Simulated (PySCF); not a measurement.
SMILES O=C([SiH2]C[SiH3])C, GFN2-xTB optimised geometry.

```
16

C      2.18    -0.71     0.00
C      0.68    -0.71     0.00
O      0.04    -1.74     0.00
Si    -0.20     1.01     0.00
C     -2.07     0.71    -0.01
Si    -2.76    -0.15    -1.56
H      2.58    -1.72     0.01
H      2.53    -0.18    -0.88
H      2.54    -0.17     0.87
H      0.27     1.74    -1.18
H      0.26     1.72     1.20
H     -2.33     0.11     0.86
H     -2.58     1.67     0.12
H     -4.22    -0.25    -1.42
H     -2.18    -1.48    -1.73
H     -2.45     0.68    -2.73
```

Density from PBE0/def2-TZVP run with PySCF at that geometry.

Minimum of the electron density along straight lines between bonded atoms, close to the bond critical point (lines longer than 1.1 times the sum of covalent radii, or with two minima, are not listed):

| bond | length / Å | ρ at the minimum / e bohr⁻³ | ∇²ρ there / e bohr⁻⁵ | position (fraction from the first atom) |
|---|---|---|---|---|
| C1–C2 | 1.506 | 0.262 | -0.68 | 0.49 |
| C2–O3 | 1.211 | 0.417 | 0.02 | 0.33 |
| C2–Si4 | 1.927 | 0.116 | 0.14 | 0.62 |
| Si4–C5 | 1.889 | 0.117 | 0.16 | 0.39 |
| C5–Si6 | 1.908 | 0.112 | 0.16 | 0.61 |
| C1–H7 | 1.088 | 0.279 | -0.97 | 0.65 |
| C1–H8 | 1.088 | 0.276 | -0.94 | 0.64 |
| C1–H9 | 1.088 | 0.276 | -0.94 | 0.64 |
| Si4–H10 | 1.468 | 0.123 | 0.19 | 0.49 |
| Si4–H11 | 1.471 | 0.123 | 0.18 | 0.49 |
| C5–H12 | 1.091 | 0.270 | -0.88 | 0.64 |
| C5–H13 | 1.090 | 0.270 | -0.88 | 0.64 |
| Si6–H14 | 1.468 | 0.123 | 0.19 | 0.49 |
| Si6–H15 | 1.457 | 0.127 | 0.19 | 0.49 |
| Si6–H16 | 1.468 | 0.123 | 0.19 | 0.49 |
